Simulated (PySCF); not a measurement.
## How methods differ on the excitation energy of Tc

Tc [Kr] 4d5 5s2 (6S) → Tc [Kr] 4d6 5s1 (6D), as a difference of total energies. Computed with PySCF 2.14 in aug-cc-pwCVDZ-PP with ECP28MDF (6s6p5d3f, 70 functions), with a scalar-relativistic core potential. Correlated levels: valence: 4s2 4p6 frozen; valence and next inner shell: nothing frozen outside the core potential. The calculations carry no spin-orbit coupling.

| method | excitation energy (eV) | error (eV) |
| --- | --- | --- |
| UHF | 0.784 | +0.378 |
| LDA | 0.131 | -0.275 |
| PBE | -0.104 | -0.510 |
| PBE0 | 0.019 | -0.387 |
| r2SCAN | 0.121 | -0.285 |
| MN15 | -0.136 | -0.542 |
| B3LYP | 0.185 | -0.221 |
| BLYP | 0.091 | -0.315 |
| CAM-B3LYP | 0.288 | -0.118 |
| MP2 (valence) | 0.549 | +0.143 |
| SCS-MP2 (valence) | 0.515 | +0.109 |
| MP2 (valence and next inner shell) | 0.743 | +0.337 |
| SCS-MP2 (valence and next inner shell) | 0.828 | +0.422 |

Reference: 0.406 eV (measured; NIST levels, between the centres of gravity of the two terms).

Errors of the correlated levels include the incompleteness of this basis and the frozen core.
